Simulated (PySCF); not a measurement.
Isomers of C7H9ClNP, one conformer each; single-point electronic energies without zero-point terms and without any empirical dispersion term.

All values: PBE0/pcSseg-1 (PySCF, non-relativistic), each on one gas-phase PBE0-D3(BJ)/def2-SVP geometry that isn't relaxed in the solvent. The solvent is an IEF-PCM continuum (cavity from Bondi-type radii × 1.2). Only the electrostatic response of the medium enters.

```csv
isomer,"relative energy, gas (kcal/mol)",dipole (D)
`CN(C)c1ccc(Cl)cp1`,0.0,4.43
`CN(C)C1=CC(Cl)=PC=C1`,1.0,5.69
```

Q: How do the relative energies look in tetrahydrofuran (ε = 7.426)?

A: 
| isomer | relative energy, solvent (kcal/mol) | E(solvent) − E(gas) (kcal/mol) | dipole in solvent (D) |
| --- | --- | --- | --- |
| `CN(C)c1ccc(Cl)cp1` | 0.0 | -4.5 | 5.78 |
| `CN(C)C1=CC(Cl)=PC=C1` | 0.4 | -5.2 | 7.66 |

The order is unchanged. `CN(C)C1=CC(Cl)=PC=C1` gains most from the continuum, and it has the largest gas-phase dipole. The gains span 0.7 kcal/mol, the gas-phase energies 1.0 kcal/mol.
